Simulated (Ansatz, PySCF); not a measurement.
Spin states of CNiO (SMILES [O+]#[C-]->[Ni]), each relaxed with B3LYP-D3(BJ)/def2-TZVP.
State 1 (charge 0, multiplicity 1):
```
atom    x (Å)    y (Å)    z (Å)
----  -------  -------  -------
Ni    -0.9642  -0.7684  -0.8805
O      0.8298   0.7071   0.7325
C      0.1014   0.1087   0.0777
```
State 2 (charge 0, multiplicity 3):
```xyz
3

Ni    -0.97492    -0.91226    -0.91150
O      0.91327     0.55598     0.77286
C      0.02859     0.40365     0.06832
```

Singlets are restricted, other states unrestricted; no spin–orbit coupling, no relativity up to Kr; see below for the cores. The largest T1 diagnostic is 0.054.

The values were computed with Ansatz (a quantum-chemistry and plane-wave program) with Gaussian orbitals; PySCF for the dispersion terms. Values without a source in brackets are computed.

Q: What is the computed energy of the multiplicity-3 state less that of the multiplicity-1 state (r2SCANh/def2-TZVPP)?

A: 78 kJ/mol

Q: Estimate the energy of the multiplicity-3 state less that of the multiplicity-1 state that PBE-D4/def2-TZVPP returns for this input.

A: 151 kJ/mol

Q: What energy of the multiplicity-3 state less that of the multiplicity-1 state does r2SCAN-D4/def2-TZVPP give?

A: 104 kJ/mol
